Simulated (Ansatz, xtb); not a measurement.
## C2H9AlSe: which of two isomers lies lower

Structure I is `[CH3][AlH2-][SeH+]C`, a singlet and structure II is `C[CH2][AlH2-][SeH2+]`, a singlet. Both are isolated molecules in the gas phase, relaxed with PBE0-D4/def2-SVP; the shapes shown needn't be the lowest conformers.

I (Å):

```xyz
13

C    -1.4072   -1.3385    0.8491
C     1.3970    0.4329   -0.9650
Al   -2.0041    0.2145   -0.2191
Se    0.1536    1.7357   -0.2264
H    -2.2384   -2.0589    0.9503
H    -0.5718   -1.8970    0.3940
H    -1.1113   -1.0597    1.8747
H    -3.0042    1.2705    0.4552
H    -2.0176    0.0775   -1.8215
H     0.5584    1.5582    1.1789
H     1.1207    0.3262   -2.0218
H     1.2793   -0.5306   -0.4557
H     2.4238    0.8082   -0.8799
```

II (Å):

```yaml
atoms:
  - { symbol: C, position_ang: [1.4619, 0.3880, -1.7117] }
  - { symbol: C, position_ang: [1.2813, -0.2655, -0.3434] }
  - { symbol: Al, position_ang: [0.1507, 0.6979, 0.9689] }
  - { symbol: Se, position_ang: [-2.2221, 0.7240, -0.2909] }
  - { symbol: H, position_ang: [1.8490, 1.4167, -1.6252] }
  - { symbol: H, position_ang: [2.1593, -0.1651, -2.3641] }
  - { symbol: H, position_ang: [0.5101, 0.4575, -2.2681] }
  - { symbol: H, position_ang: [0.9125, -1.3025, -0.4535] }
  - { symbol: H, position_ang: [2.2706, -0.3781, 0.1421] }
  - { symbol: H, position_ang: [-0.3863, -0.0950, 2.2550] }
  - { symbol: H, position_ang: [0.2564, 2.2973, 1.0473] }
  - { symbol: H, position_ang: [-1.7185, 1.1589, -1.6042] }
  - { symbol: H, position_ang: [-2.2292, -0.6869, -0.7114] }
```

Problem. Which of the two would you expect CCSD(T)/def2-SVP + ΔMP2/def2-TZVPP electronic energies to favour?

Solution. Structure I; the calculation gives E(II) − E(I) = +6.3 kcal/mol.

Level by level:

```
                             level          geometry  E(II) − E(I) (kcal/mol)  departure from the last row (kcal/mol)  job, with rough time for the two
                          GFN2-xTB          GFN2-xTB                      +5.1                                    −1.2              optimisation, 0.27 s
                         HF/STO-3G          GFN2-xTB                      +4.3                                    −2.0              single point, 0.52 s
                r2SCAN-D4/def2-SVP          GFN2-xTB                      +3.2                                    −3.1               single point, 6.6 s
                  PBE0-D4/def2-SVP  PBE0-D4/def2-SVP                      +4.0                                    −2.3             optimisation, 1.9 min
                       HF/def2-SVP  PBE0-D4/def2-SVP                      +3.7                                    −2.6           part of the CCSD(T) run
                      MP2/def2-SVP  PBE0-D4/def2-SVP                      +2.8                                    −3.5           part of the CCSD(T) run
                  CCSD(T)/def2-SVP  PBE0-D4/def2-SVP                      +2.1                                    −4.2                      single point
CCSD(T)/def2-SVP + ΔMP2/def2-TZVPP  PBE0-D4/def2-SVP                      +6.3                                                        single point, 62 s
```

As drawn, II has 1 C–C, 1 Se–H in place of 1 C–Se, 1 C–H.

None of the levels shown reverses the order. The largest departure from CCSD(T)/def2-SVP + ΔMP2/def2-TZVPP is that of CCSD(T)/def2-SVP, 4.2 kcal/mol. The last row adds to CCSD(T) the change of the MP2 difference between the two basis sets, here +4.2 kcal/mol, a large step that makes the value less sure.

With thermal terms from frequencies at re-optimised GFN2-xTB minima (ideal gas, soft modes damped towards free rotors, one conformer each, 298.15 K, 1 atm): on the last row, ΔE + ΔZPE = +5.4, ΔH = +5.6, ΔG = +4.8 kcal/mol.

The correlated steps freeze 16 core orbitals; the filled d shell of Se is correlated, in a basis made for valence electrons. Codes used: Ansatz 0.2.0, xtb 6.7.1; the last row on 2 threads of Arm Neoverse V1 on a shared host.
